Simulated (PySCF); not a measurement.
Ge(H)(F)2(Et) (C2H6F2Ge), SMILES C[CH2][GeH]([F])[F]. Atoms are numbered in the order given.

```xyz
11

Ge     0.4944    -0.3197     0.0000
F      0.8252     0.6983     1.3699
F      0.8252     0.6983    -1.3699
C     -1.3909    -0.7196     0.0000
C     -2.2246     0.5668     0.0000
H      1.5358    -1.4388     0.0000
H     -1.6051    -1.3409    -0.8855
H     -1.6051    -1.3409     0.8855
H     -2.0024     1.1783    -0.8880
H     -3.3025     0.3427     0.0000
H     -2.0024     1.1783     0.8880
```
Charge 0, spin multiplicity 1.

Geometry optimised at ωB97X-D3(BJ)/def2-SVP. The values are those of a single conformer.

Computed with r2SCAN/def2-TZVP (PySCF).

The molecule is in vacuum.

Estimate the frontier levels, gap, dipole moment and polarisability. (Estimate from the structure and the level; the computed values follow.)


- highest occupied level: -7.86 eV
- lowest empty level: 0.06 eV
- orbital gap: 7.92 eV
- dipole moment: 0.650 e·Å
- quadrupole, principal values (traceless, Buckingham form, about the centre of nuclear charge): -4.43, -0.26, 4.69 D·Å
- mean static polarisability: 51.7 bohr³ (7.66 Å³)
- polarisability, principal values: 45.9, 48.0, 61.1 bohr³
